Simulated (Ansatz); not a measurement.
Ga(AsH3)H3 (GaAsH₆). Total charge 0; singlet. Geometry B3LYP-D4/def2-TZVP, basis def2-TZVP, Ansatz.

Cartesian coordinates in Å:
```
Ga -1.142 -1.047 -0.333
As 0.807 0.743 0.232
H 1.515 1.494 -0.874
H 2.055 0.303 0.965
H 0.518 1.950 1.099
H -0.269 -1.915 -1.314
H -2.152 0.003 -0.931
H -1.332 -1.530 1.154
```

```csv
run,HOMO (eV),LUMO (eV)
A,-11.00,2.47
B,-9.14,0.36
C,-6.71,-1.13
D,-7.79,-0.69
E,-6.74,-1.23
F,-10.73,1.64
```

LC-ωPBE has ω = 0.4 bohr⁻¹. B3LYP takes the VWN-RPA correlation.

Q: The runs used B3LYP, BHLYP, HF, LC-ωPBE, PBE, revPBE. Estimate which is which.

A: A HF (100 % exact exchange); B BHLYP (50 % exact exchange); C revPBE (0 % exact exchange); D B3LYP (20 % exact exchange); E PBE (0 % exact exchange); F LC-ωPBE (range-separated). Exact exchange lowers occupied and raises empty levels; among semilocal functionals meta-GGAs tend to open the gap a little, and such runs are hard to tell apart. The gap grows from 5.51 eV (PBE) to 13.47 eV (HF).
